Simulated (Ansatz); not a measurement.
Mulliken charges of `O[Si](O)(F)[SiH2]F` from ωB97M-V/def2-TZVPP in Ansatz (PBE0-D4/def2-TZVP geometry).

| atom | x (Å) | y (Å) | z (Å) | charge (e) |
| --- | --- | --- | --- | --- |
| O1 | 1.003 | -1.674 | -0.099 | -0.369 |
| Si2 | 0.288 | -0.368 | 0.574 | 0.713 |
| O3 | -0.971 | -0.879 | 1.462 | -0.372 |
| F4 | 1.385 | 0.357 | 1.485 | -0.303 |
| Si5 | -0.562 | 1.185 | -0.958 | 0.349 |
| F6 | 0.638 | 1.629 | -1.934 | -0.325 |
| H7 | 1.907 | -1.594 | -0.406 | 0.189 |
| H8 | -0.890 | -1.692 | 1.967 | 0.187 |
| H9 | -1.086 | 2.403 | -0.291 | -0.035 |
| H10 | -1.629 | 0.581 | -1.795 | -0.036 |

**Question.** By hand: the dipole of these point charges (1 e Å = 4.8032 D).

**Answer.** Σ q r = (-0.336, -0.264, 0.112) e Å, of length 0.442 e Å = 2.12 D.

**Question.** How does the dipole of the full density compare? (Best estimate.)

**Answer.** The calculation gave: (0.009, -0.316, 0.082) e Å, 1.57 D; the point charges give 1.35 times that, at 52° from its direction.

Point charges leave out the atoms' own dipoles, such as those of lone pairs, and Mulliken's split depends on the basis, so the two needn't agree.
